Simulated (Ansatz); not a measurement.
The cluster Cd₄S₅, 9 atoms. Hardware: 4 threads of Intel Xeon on a shared host.

In the def2 sets Cd takes a core potential; there is no spin–orbit coupling. Correlated methods freeze 25 core orbitals; core or outer-core shells of Cd are correlated, in sets that lack core-valence functions.

(1) How many basis functions does each of these Ansatz runs have, and roughly what does it cost? PBE0-D4/def2-SVP, charge 0 singlet, energy, from earlier orbitals; PBE0-D4/def2-TZVP, charge 0 singlet, energy, from earlier orbitals; PBE-D4/def2-SVP, charge 0 singlet, relaxation, 48 steps; B2PLYP/def2-TZVP, charge 0 singlet, energy, from earlier orbitals; revPBE-D4/def2-TZVP, charge 0 singlet, energy, from earlier orbitals; PBE-D4/def2-SVP, charge 0 singlet, energy, from earlier orbitals; MP2/def2-SVP, charge 0 singlet, energy, from earlier orbitals; BHLYP-D4/def2-TZVP, charge 0 singlet, energy, from earlier orbitals; RPA@PBE/def2-SVP, charge 0 singlet, energy, from earlier orbitals; PBE-D4/def2-TZVP, charge 0 singlet, energy and forces, from earlier orbitals; r2SCAN-D4/def2-TZVP, charge 0 singlet, energy, from earlier orbitals.

## Answers

(1) Other jobs shared the machine, so times can vary by a factor of up to 3. A dash marks memory too small to be measured apart from the calling script's.

```json
{"run": "PBE-D4/def2-SVP, charge 0 singlet, energy, from earlier orbitals", "functions": "214", "fitting or Cholesky vectors": "2257", "wall time": "7 s", "peak host memory (GiB)": "–"}
{"run": "revPBE-D4/def2-TZVP, charge 0 singlet, energy, from earlier orbitals", "functions": "345", "fitting or Cholesky vectors": "2781", "wall time": "15 s", "peak host memory (GiB)": "0.95"}
{"run": "PBE0-D4/def2-SVP, charge 0 singlet, energy, from earlier orbitals", "functions": "214", "fitting or Cholesky vectors": "2115", "wall time": "17 s", "peak host memory (GiB)": "0.9"}
{"run": "PBE-D4/def2-TZVP, charge 0 singlet, energy and forces, from earlier orbitals", "functions": "345", "fitting or Cholesky vectors": "2781", "wall time": "18 s", "peak host memory (GiB)": "0.95"}
{"run": "MP2/def2-SVP, charge 0 singlet, energy, from earlier orbitals", "functions": "214", "fitting or Cholesky vectors": "2115", "wall time": "20 s", "peak host memory (GiB)": "0.96"}
{"run": "RPA@PBE/def2-SVP, charge 0 singlet, energy, from earlier orbitals", "functions": "214", "fitting or Cholesky vectors": "2115", "wall time": "22 s", "peak host memory (GiB)": "0.83"}
{"run": "r2SCAN-D4/def2-TZVP, charge 0 singlet, energy, from earlier orbitals", "functions": "345", "fitting or Cholesky vectors": "2781", "wall time": "33 s", "peak host memory (GiB)": "1"}
{"run": "BHLYP-D4/def2-TZVP, charge 0 singlet, energy, from earlier orbitals", "functions": "345", "fitting or Cholesky vectors": "2609", "wall time": "40 s", "peak host memory (GiB)": "1.8"}
{"run": "PBE0-D4/def2-TZVP, charge 0 singlet, energy, from earlier orbitals", "functions": "345", "fitting or Cholesky vectors": "2609", "wall time": "47 s", "peak host memory (GiB)": "1.8"}
{"run": "B2PLYP/def2-TZVP, charge 0 singlet, energy, from earlier orbitals", "functions": "345", "fitting or Cholesky vectors": "2609", "wall time": "60 s", "peak host memory (GiB)": "1.9"}
{"run": "PBE-D4/def2-SVP, charge 0 singlet, relaxation, 48 steps", "functions": "214", "fitting or Cholesky vectors": "2257", "wall time": "4.9 min", "peak host memory (GiB)": "–"}
```
